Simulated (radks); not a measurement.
Values are calculated unless marked as measured or tabulated.
Question: Species: Pr3+. Configuration: [Kr] 4d10 4f2 5s1 5p6 5f1 (not the ground configuration). Level of theory: Dirac Kohn-Sham, PBEsol, spin-unpolarised, spherical densities, finite nucleus; open shells fill j = l - 1/2 first; Fermi nuclear charge, rms radius 4.8919 fm (a radial shooting solver on a logarithmic mesh with Libxc functionals).

Spin-orbit splittings of the eigenvalues, e(l+1/2) - e(l-1/2), with zeta = 2 splitting/(2l+1) and mean radii in bohr:

| shell | occ. | splitting (eV) | zeta (eV) | <r> j=l-1/2 | <r> j=l+1/2 |
|---|---|---|---|---|---|
| 2p | 6 | 481.9 | 321.2 | 0.08607 | 0.09238 |
| 3p | 6 | 95.44 | 63.63 | 0.2618 | 0.2741 |
| 3d | 10 | 20.58 | 8.230 | 0.2453 | 0.2491 |
| 4p | 6 | 20.72 | 13.81 | 0.6387 | 0.6663 |
| 4d | 10 | ? | ? | 0.7166 | 0.7263 |
| 4f | 2 | 0.4177 | 0.1193 | 0.9721 | 0.9798 |
| 5p | 6 | 3.374 | 2.249 | 1.588 | 1.656 |
| 5f | 1 | 0.02361 | 0.006746 | 4.250 | 4.262 |

Estimate the 4d splitting.

Answer: 3.663 eV (zeta = 1.465 eV).
